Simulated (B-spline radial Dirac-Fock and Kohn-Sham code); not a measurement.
## EELS cross sections of the La M3 (3p3/2) edge

System: the La atom in the configuration [Xe] 5d1 6s2. Method: the first Born approximation with generalised oscillator strengths from a Dirac-Hartree-Slater potential (longitudinal and transverse terms; continuum final states only, so no white lines or fine structure). Computed with an atomic code on a B-spline grid. The edge is taken at 1128.0 eV (tabulated value).

The run's input, task.json:

```json
{"items": [{
  "Z": 57,
  "q": 0,
  "cfg": [[1, 0, 2], [2, 0, 2], [2, 1, 6], [3, 0, 2], [3, 1, 6], [3, 2, 10], [4, 0, 2], [4, 1, 6], [4, 2, 10], [5, 0, 2], [5, 1, 6], [5, 2, 1], [6, 0, 2]],
  "A": 139,
  "rrms": 4.855,
  "do": "eels",
  "beams": [[60, 10], [60, 20], [60, 100], [80, 20], [80, 50], [100, 5], [100, 10], [100, 20], [100, 50], [120, 10], [120, 20], [200, 20], [300, 5], [300, 20]],
  "edges": {"M3": 1128.0}
}]}
```

Launch: `python xray2_run.py task.json out`

Partial cross sections σ(β, Δ) in barn, integrated over a window Δ above the edge and up to the collection semi-angle β, for parallel illumination:

| E₀ (kV) | β (mrad) | Δ = 25 eV | Δ = 50 eV | Δ = 100 eV | Δ = 200 eV | Δ = 300 eV |
| --- | --- | --- | --- | --- | --- | --- |
| 60 | 10 | 41.5 | 80.8 | 151 | 263 | 347 |
| 60 | 20 | 97.8 | 192 | 364 | 643 | 856 |
| 60 | 100 | 283 | 586 | 1140 | 2070 | 2820 |
| 80 | 20 | ? | ? | ? | ? | ? |
| 80 | 50 | 188 | 380 | 730 | 1310 | 1770 |
| 100 | 5 | 20.2 | 39.1 | 72.9 | 126 | 166 |
| 100 | 10 | 52.1 | 102 | 192 | 338 | 449 |
| 100 | 20 | 99.9 | 197 | 375 | 669 | 899 |
| 100 | 50 | 175 | 356 | 685 | 1240 | 1670 |
| 120 | 10 | 55.0 | 108 | 203 | 359 | 479 |
| 120 | 20 | 99.1 | 196 | 373 | 668 | 899 |
| 200 | 20 | 95.8 | 191 | 364 | 656 | 887 |
| 300 | 5 | 39.1 | 76.4 | 144 | 257 | 344 |
| 300 | 20 | 94.2 | 189 | 362 | 653 | 886 |

Q: Give the row for 80 kV and 20 mrad.

A: 99.9 b for 25 eV, 197 b for 50 eV, 374 b for 100 eV, 664 b for 200 eV, 890 b for 300 eV.
